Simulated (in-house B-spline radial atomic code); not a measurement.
**BSE on G0W0@HF excitations of Ti4+**

Method: BSE on G0W0@HF. Computed with a B-spline radial code for spherical atoms: linear response of the closed shell [Ne] 3s2 3p6 with a statically screened interaction on G0W0 levels; scalar-relativistic (spin-free one-electron X2C), finite nucleus, no spin-orbit coupling, no double excitations, S, P, D and F terms only. Only terms of natural parity with L up to 3 were computed.

Command:
```bash
python run_td.py task.json out
```
Settings (radii: box in bohr, nucleus in fm):
```
Z                        22
electrons                18
configuration            [Ne] 3s2 3p6
hamiltonian              x2c
method                   bse
box_radius               19.1
rms_radius               3.5921
intervals                72
```

Time taken, with all properties: 2.6 s on 1 thread of Arm Neoverse N1, on a shared host.

The lowest states, in the order of their Tamm-Dancoff energies; the method's threshold (minus the highest G0W0 level) is 99.92 eV. Labels give the largest channel, * marks a mixed state, and oscillator strengths are full-response dipole values. Energies in eV:

```csv
state,full response,Tamm-Dancoff,oscillator strength
3p → 3d 3P,34.47,34.57,-
3p → 3d 3F,35.52,35.73,-
3p → 3d 1F,?,?,-
3p → 3d 1P,49.07,51.31,4.28
3p → 4s 3P,54.48,54.50,-
3p → 4s 1P,55.38,55.47,0.19
3p → 4p 3S,60.27,60.30,-
3p → 4p 3D,61.34,61.37,-
3p → 4p 1D,61.90,61.91,-
3s → 3d 3D,62.28,62.32,-
3p → 4p 1S,?,?,-
3s → 3d 1D,66.54,66.67,-
3p → 4d 3P,71.31,71.32,-
3p → 4d 3F,71.64,71.65,-
3p → 4d 1F,71.97,71.97,-
3p → 4d 1P,72.85,73.13,0.00468
3p → 5s 3P,75.94,75.94,-
3p → 5s 1P,76.22,76.23,0.0717
3p → 4f 3D,77.89,77.89,-
3p → 5p 3S,78.13,78.15,-
3p → 4f 1D,78.21,78.22,-
3p → 5p 3D,78.74,78.74,-
```

Task: Where does 3p → 3d 1F lie?

Result: At 38.88 eV in full response, 38.91 eV in Tamm-Dancoff.

Task: Where does 3p → 4p 1S lie?

Result: At 64.41 eV in full response, 64.64 eV in Tamm-Dancoff.

Task: How large is the singlet-triplet splitting of 3p → 3d (F terms) in Tamm-Dancoff?

Result: 3.17 eV, from the unrounded values.

Task: What polarisabilities and dispersion coefficient does the method give?

Result: Dipole 1.469 bohr³, quadrupole 1.869 bohr⁵, C6 3.161 hartree·bohr⁶ for two such species.
